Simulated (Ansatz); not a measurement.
`CO[SiH](F)[GeH3]` + H₂ → `CO[SiH2]F` + GeH₄ at 400 K and 1 bar (hydrogenolysis of the Si–Ge bond).

Program: Ansatz. Geometries: PBE0-D4/def2-TZVP. ΔE: electronic, gas phase. CCSD(T)/CBS adds triple-zeta CCSD(T) − MP2 to the extrapolated MP2 energy (def2 sets, frozen cores). This one scheme is used for every species. For Ge outer-core shells are correlated without core-valence functions, which leaves a few kJ/mol of doubt a bond. Scalar relativity is left out up to krypton. One conformer a species, not always the lowest.

| species | CCSD(T)/CBS energy (Eh) | H − E (kJ/mol) | S (J/(mol·K)) |
| --- | --- | --- | --- |
| `CO[SiH](F)[GeH3]` | -2582.51664 | 244.2 | 436.0 |
| H₂ | -1.17544 | 38.0 | 139.0 |
| `CO[SiH2]F` | -505.20189 | 191.9 | 345.4 |
| GeH₄ | -2078.49493 | 93.6 | 231.8 |

H − E and S are ideal-gas, rigid-rotor, harmonic terms from PBE0-D4/def2-TZVP, for one conformer and one mirror image of each species. For small species the MP2-based limit differs from directly extrapolated CCSD(T) by up to some mEh (0.8 for H₂); such offsets cancel only in part. 1 Eh = 2625.50 kJ/mol, R = 8.31446 J/(mol·K).

**Question.** By hand: ΔE, ΔH, ΔS and ΔG.

**Answer.** ΔE = (-505.20189) + (-2078.49493) − (-2582.51664) − (-1.17544) = -0.00474 Eh = -12.4 kJ/mol. Δ(H − E) = 191.9 + 93.6 − 244.2 − 38.0 = 3.3, so ΔH = -9.1 kJ/mol. ΔS = 345.4 + 231.8 − 436.0 − 139.0 = 2.2 J/(mol·K). ΔG = -9.1 − 400 × (2.2)/1000 = -10.0 kJ/mol.

**Question.** By hand: the equilibrium constant, and the temperature at which ΔG would vanish if ΔH and ΔS stayed fixed.

**Answer.** log₁₀ K = −ΔG/(RT ln 10) = 1.3. ΔH and −TΔS have one sign here, so there is no such temperature. One of them is within its doubt of zero, so this could turn.

The number of gas molecules stays the same, so ΔS is small and ΔH decides. A doubt of 5 kJ/mol in ΔE shifts log₁₀ K by 0.7 here. Other conformers and mirror images would add mixing entropy, several J/(mol·K) or more a flexible species. These are equilibria of isolated gas molecules and say nothing of rates. Largest T1 diagnostic: 0.012 (customary marks: 0.02 for closed shells, 0.045 for open ones).
